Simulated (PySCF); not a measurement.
HSi, SMILES [SiH] (connectivity only; charge and spin as stated), charge +1, multiplicity 1. Geometry: r2SCAN-D4/def2-TZVPD.

TDA-PBE/def2-TZVPD (PySCF) puts the lowest singlet excitations at 3.32, 3.32, 9.47, 9.47, 9.66, 10.66 eV and the lowest triplet (TDA) at 1.95 eV.

**Question.** What are the lowest singlet roots from EOM-CCSD/aug-cc-pVDZ in PySCF? (Estimate from the structure and the level; the computed values follow.)

**Answer.** 3.46, 3.46, 7.99, 7.99, 8.90, 10.03 eV; triplets 0.00, 0.00, 2.22 eV. S1 differs by 0.14 eV (second minus first; roots are paired by order, and the bases may differ).
